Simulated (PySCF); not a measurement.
C$_{2}$H$_{6}$Mg, charge +1, doublet, at a GFN2-xTB geometry (such geometries of metal compounds can be far from the true shape) (a state made from the parent by changing its charge; the spin is typed, not shown lowest); CASSCF(3,5)/STO-3G (PySCF).

Input for PySCF:
```python
from pyscf import gto, scf, mcscf
import numpy

mol = gto.M(
    atom='''
Mg    0.00173273   -0.01599752   -0.00081195
C     1.67537566    0.26091808   -1.37881937
H     2.35491386   -0.57211563   -1.19950044
H     2.11523884    1.22510622   -1.12442931
H     1.24561982    0.24538497   -2.38030179
C    -1.67739868   -0.24224052    1.37976734
H    -2.16525080   -1.17895584    1.11062551
H    -2.31576548    0.62626361    1.21839485
H    -1.24341096   -0.26577837    2.37926673
''',
    basis='sto-3g',
    charge=1,
    spin=1,
    verbose=4,
)

mf = scf.ROHF(mol)
mf.kernel()
mc = mcscf.CASSCF(mf, 5, 3)
mc.fix_spin_(ss=0.75)
mc.kernel()
occ = numpy.linalg.eigvalsh(mc.fcisolver.make_rdm1(mc.ci, mc.ncas, mc.nelecas))[::-1]
ss = mc.fcisolver.spin_square(mc.ci, mc.ncas, mc.nelecas)[0]
print('natural occupations', occ.round(4), ' <S^2>', round(ss, 4))
```

Output, abridged:

```
PySCF version 2.14.0

[INPUT] verbose = 4
[INPUT] num. atoms = 9
[INPUT] num. electrons = 29
[INPUT] charge = 1
[INPUT] spin (= nelec alpha-beta = 2S) = 1
[INPUT] symmetry False subgroup None
[INPUT] Mole.unit = angstrom
[INPUT] Symbol           X                Y                Z      unit          X                Y                Z       unit  Magmom
[INPUT]  1 Mg     0.001732730000  -0.015997520000  -0.000811950000 AA    0.003274385148  -0.030230931472  -0.001534363127 Bohr   0.0
[INPUT]  2 C      1.675375660000   0.260918080000  -1.378819370000 AA    3.166001153162   0.493063712147  -2.605590984545 Bohr   0.0
[INPUT]  3 H      2.354913860000  -0.572115630000  -1.199500440000 AA    4.450142242342  -1.081141852283  -2.266727317895 Bohr   0.0
[INPUT]  4 H      2.115238840000   1.225106220000  -1.124429310000 AA    3.997222095643   2.315115229301  -2.124863442334 Bohr   0.0
[INPUT]  5 H      1.245619820000   0.245384970000  -2.380301790000 AA    2.353880315130   0.463710388385  -4.498118476912 Bohr   0.0
[INPUT]  6 C     -1.677398680000  -0.242240520000   1.379767340000 AA   -3.169824106907  -0.457768239072   2.607382388220 Bohr   0.0
[INPUT]  7 H     -2.165250800000  -1.178955840000   1.110625510000 AA   -4.091731002995  -2.227903650557   2.098778040855 Bohr   0.0
[INPUT]  8 H     -2.315765480000   0.626263610000   1.218394850000 AA   -4.376162525922   1.183466704681   2.302432578081 Bohr   0.0
[INPUT]  9 H     -1.243410960000  -0.265778370000   2.379266730000 AA   -2.349706174683  -0.502248329133   4.496162496989 Bohr   0.0

nuclear repulsion = 77.4759557169743
number of shells = 17
number of NR pGTOs = 75
number of NR cGTOs = 25
basis = sto-3g
ecp = {}

******** <class 'pyscf.scf.rohf.ROHF'> ********
method = ROHF
initial guess = minao
damping factor = 0
level_shift factor = 0
DIIS = <class 'pyscf.scf.diis.CDIIS'>
diis_start_cycle = 1
diis_space = 8
diis_damp = 0
SCF conv_tol = 1e-09
SCF conv_tol_grad = None
SCF max_cycles = 50
direct_scf = True
direct_scf_tol = 1e-13
num. doubly occ = 14  num. singly occ = 1
Set gradient conv threshold to 3.16228e-05
init E= -275.021711494521
  HOMO = -0.198306853431527  LUMO = 0.143770889482392  gap/eV = 9.30841
cycle= 1 E= -275.181826276477  delta_E= -0.16  |g|= 0.147  |ddm|= 2.29
  HOMO = -0.361890913158868  LUMO = 0.101176448330944  gap/eV = 12.60070
cycle= 2 E= -275.192518427672  delta_E= -0.0107  |g|= 0.0328  |ddm|= 0.193
  HOMO = -0.356094957102078  LUMO = 0.111935242363054  gap/eV = 12.73575
cycle= 3 E= -275.193058240383  delta_E= -0.00054  |g|= 0.00518  |ddm|= 0.0474
  HOMO = -0.359419652887883  LUMO = 0.110297431852189  gap/eV = 12.78165
cycle= 4 E= -275.193073481567  delta_E= -1.52e-05  |g|= 0.00112  |ddm|= 0.0086
  HOMO = -0.359230873577209  LUMO = 0.110306284990501  gap/eV = 12.77676
cycle= 5 E= -275.193073896052  delta_E= -4.14e-07  |g|= 0.000134  |ddm|= 0.00109
  HOMO = -0.359264246237438  LUMO = 0.110278865825677  gap/eV = 12.77692
cycle= 6 E= -275.19307391135  delta_E= -1.53e-08  |g|= 3.04e-05  |ddm|= 0.000265
  HOMO = -0.359271526057795  LUMO = 0.110271809341498  gap/eV = 12.77692
cycle= 7 E= -275.193073911938  delta_E= -5.88e-10  |g|= 2.82e-06  |ddm|= 5.32e-05
  HOMO = -0.359271626935409  LUMO = 0.11027193590138  gap/eV = 12.77693
Extra cycle  E= -275.193073911944  delta_E= -5.8e-12  |g|= 9.21e-07  |ddm|= 4.34e-06
converged SCF energy = -275.193073911944

******** <class 'pyscf.mcscf.mc1step.CASSCF'> ********
CAS (2e+1e, 5o), ncore = 13, nvir = 7
max_cycle_macro = 50
max_cycle_micro = 4
conv_tol = 1e-07
conv_tol_grad = None
orbital rotation max_stepsize = 0.02
orbital rotation threshold for CI restart = 0.01
augmented hessian ah_max_cycle = 30
augmented hessian ah_conv_tol = 1e-12
augmented hessian ah_linear dependence = 1e-14
augmented hessian ah_level shift = 1e-08
augmented hessian ah_start_tol = 2.5
augmented hessian ah_start_cycle = 3
augmented hessian ah_grad_trust_region = 3
kf_trust_region = 3
kf_interval = 4
ci_response_space = 4
ci_grad_trust_region = 3
with_dep4 0
natorb = False
canonicalization = True
sorting_mo_energy = False
ao2mo_level = 2
internal_rotation = False
******** <class 'pyscf.fci.addons.SpinPenaltyFCISolver'> ********
max. cycles = 50
conv_tol = 1e-08
davidson only = True
linear dependence = 1e-12
level shift = 0.001
max iter space = 12
nroots = 1
pspace_size = 400
spin = None
CASCI E = -275.236562959315  S^2 = 0.7500000
Set conv_tol_grad to 0.000316228
macro iter   1 ( 14 JK    4 micro), CASSCF E = -275.241860155131  dE = -5.29719582e-03  S^2 = 0.7500000
               |grad[o]|=0.0564  |grad[c]|=0.0106  |ddm|=0.0267  |maxRot[o]|=0.114
macro iter   2 ( 21 JK    4 micro), CASSCF E = -275.242510397521  dE = -6.50242389e-04  S^2 = 0.7500000
               |grad[o]|=0.00133  |grad[c]|=0.00483  |ddm|=0.0124  |maxRot[o]|=0.314
macro iter   3 ( 21 JK    4 micro), CASSCF E = -275.243789860059  dE = -1.27946254e-03  S^2 = 0.7500000
               |grad[o]|=0.00203  |grad[c]|=0.00364  |ddm|= 0.01  |maxRot[o]|=0.314
macro iter   4 ( 21 JK    4 micro), CASSCF E = -275.244944606607  dE = -1.15474655e-03  S^2 = 0.7500000
               |grad[o]|=0.00247  |grad[c]|=0.0023  |ddm|=0.00724  |maxRot[o]|=0.315
macro iter   5 ( 21 JK    4 micro), CASSCF E = -275.245641473388  dE = -6.96866780e-04  S^2 = 0.7500000
               |grad[o]|=0.00218  |grad[c]|=0.00115  |ddm|=0.00455  |maxRot[o]|=0.315
macro iter   6 ( 18 JK    4 micro), CASSCF E = -275.245822194584  dE = -1.80721197e-04  S^2 = 0.7500000
               |grad[o]|=0.00152  |grad[c]|=0.000262  |ddm|=0.00177  |maxRot[o]|=0.257
macro iter   7 (  3 JK    1 micro), CASSCF E = -275.245822240622  dE = -4.60378260e-08  S^2 = 0.7500000
               |grad[o]|=5.85e-05  |grad[c]|=4.03e-05  |ddm|=6.18e-05  |maxRot[o]|=0.00385
1-step CASSCF converged in   7 macro (119 JK  25 micro) steps
CASSCF canonicalization
Density matrix diagonal elements [1.88621851e+00 9.97766203e-01 1.08716441e-01 5.94238042e-03
 1.35646532e-03]
CASSCF energy = -275.245822240622
CASCI E = -275.245822240622  E(CI) = -2.48403642879180  S^2 = 0.7500000
natural occupations [1.8881e+00 9.9810e-01 1.0680e-01 5.6000e-03 1.3000e-03]  <S^2> 0.75
```
